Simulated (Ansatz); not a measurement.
`C[Si](C)(C)P` + `BN[SiH2][SiH3]` → `BN([SiH2][SiH3])[Si](C)(C)C` + PH₃  (cleavage of the Si–P bond)

Computed with Ansatz on PBE0-D4/def2-TZVP structures; ΔE is electronic, products minus reactants. CBS: MP2 limit from def2 TZ/QZ plus the TZ coupled-cluster correction, frozen cores. This one scheme is used for every species. Functionals use def2-TZVPP. One conformer a species, not always the lowest.

`C[Si](C)(C)P`:

```xyz
16

C     0.992   -0.443    1.381
Si   -0.037    0.001   -0.121
C     0.010    1.853   -0.405
C    -1.804   -0.573    0.120
P     0.730   -0.984   -2.013
H     0.598    0.046    2.277
H     0.987   -1.522    1.556
H     2.031   -0.129    1.253
H    -0.587    2.134   -1.275
H     1.032    2.203   -0.570
H    -0.388    2.384    0.465
H    -2.423   -0.320   -0.744
H    -2.244   -0.098    1.002
H    -1.854   -1.655    0.264
H     2.086   -0.631   -1.774
H     0.870   -2.266   -1.414
```

`BN[SiH2][SiH3]`:

```xyz
12

B     2.091   -0.835    0.715
N     1.264    0.192    0.247
Si   -0.037    0.044   -0.916
Si   -2.108    0.508    0.079
H     1.939   -1.943    0.286
H     2.931   -0.591    1.534
H     1.418    1.112    0.637
H     0.183    1.003   -2.036
H     0.004   -1.341   -1.444
H    -2.411   -0.486    1.143
H    -2.082    1.864    0.695
H    -3.193    0.474   -0.939
```

`BN([SiH2][SiH3])[Si](C)(C)C`:

Z-matrix (Å, degrees):
```
Si
N 1 1.759
Si 1 2.341 2 111.0
H 1 1.486 2 110.1 3 -122.9
H 1 1.491 2 108.5 3 119.6
B 2 1.406 1 115.6 3 75.9
Si 2 1.772 1 120.4 3 -102.8
H 3 1.488 1 110.4 2 -58.7
H 3 1.489 1 109.9 2 60.8
H 3 1.489 1 110.8 2 -179.3
H 6 1.198 2 121.3 1 -179.5
H 6 1.204 2 119.2 1 0.4
C 7 1.863 2 110.2 1 171.2
C 7 1.870 2 107.9 1 51.2
C 7 1.868 2 108.5 1 -68.2
H 13 1.092 7 112.1 2 63.2
H 13 1.092 7 111.8 2 -58.2
H 13 1.094 7 108.9 2 -177.5
H 14 1.093 7 112.1 2 -60.0
H 14 1.094 7 110.3 2 -179.7
H 14 1.093 7 111.1 2 60.8
H 15 1.093 7 111.7 2 58.9
H 15 1.094 7 110.6 2 178.9
H 15 1.093 7 110.8 2 -61.5
```

PH₃:

Cartesian coordinates in Å:
```
P 0.185 -0.495 -0.240
H 0.844 0.749 -0.426
H 0.069 -0.312 1.163
H -1.097 0.058 -0.497
```

**Question.** Is it downhill or uphill in electronic energy at CCSD(T)/CBS, and by how much? (Best estimate.)

**Answer.** The calculation gave: Downhill: ΔE = -35.9 kJ/mol.

**Question.** What do these levels give: PBE-D4, PBE0-D4, r2SCAN0-D4, CAM-B3LYP-D4, ωB97X-V, BLYP, r2SCAN0, CAM-B3LYP, HF/def2-TZVPP, SCS-MP2/def2-QZVPP, HF/CBS(def2), CCSD/CBS(def2)? (Best estimate.)

**Answer.** Ansatz gave: PBE-D4 -22.0, PBE0-D4 -26.0, r2SCAN0-D4 -31.4, CAM-B3LYP-D4 -38.5, ωB97X-V -33.9, BLYP -12.3, r2SCAN0 -26.3, CAM-B3LYP -26.9, HF/def2-TZVPP -28.2, SCS-MP2/def2-QZVPP -37.3, HF/CBS(def2) -29.2, CCSD/CBS(def2) -34.7 kJ/mol.

Largest T1 diagnostic among the species: 0.013.

In def2-TZVPP, CCSD(T) changes the Hartree–Fock value by −10.6 kJ/mol (the triples alone add −1.2 kJ/mol) and MP2 by −11.4 kJ/mol. From BLYP to BHLYP (50 % exact exchange), in def2-TZVPP and without D4, ΔE moves by −14.2 kJ/mol. Leaving LDA and LC-ωPBE aside and taking each functional with its dispersion term where it has one, the values, not all of them listed here, spread over 19.4 kJ/mol, from BHLYP-D4 to PBE-D4. LDA lies −17.5 kJ/mol from PBE without D4.
